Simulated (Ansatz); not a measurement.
Worked example: vertical energy of the triplet above the singlet of C2H7InO (SMILES [CH3][In]([CH3])[OH])

C2H7InO has 11 atoms, charge 0, and is taken as a singlet. As SMILES, `[CH3][In]([CH3])[OH]`. The shape is that of a PBE0-D4/def2-TZVP optimisation.

Both states at this one shape; open shells run unrestricted unless said. 1 Eh = 27.2114 eV.

```
                           level  program  singlet C2H7InO (Eh)  triplet C2H7InO (Eh)
                        HF/3-21G   Ansatz          -5868.575504          -5868.414025
revPBE/def2-SVP (core potential)   Ansatz           -345.660573           -345.486828
r2SCAN/def2-SVP (core potential)   Ansatz           -345.639006           -345.462089
```

Q: Work out the vertical gap, second state less first, at each level.

A: 
1. HF/3-21G: -5868.414025 − (-5868.575504) = 0.161479 Eh = 4.39 eV.
2. revPBE/def2-SVP (core potential): -345.486828 − (-345.660573) = 0.173745 Eh = 4.73 eV.
3. r2SCAN/def2-SVP (core potential): -345.462089 − (-345.639006) = 0.176917 Eh = 4.81 eV.

No measured value is set beside it here; the levels span 4.39 to 4.81 eV. Hartree–Fock favours the state with fewer electron pairs, since it lacks pair correlation. Spin-orbit coupling is left out. All-electron rows are non-relativistic unless named.
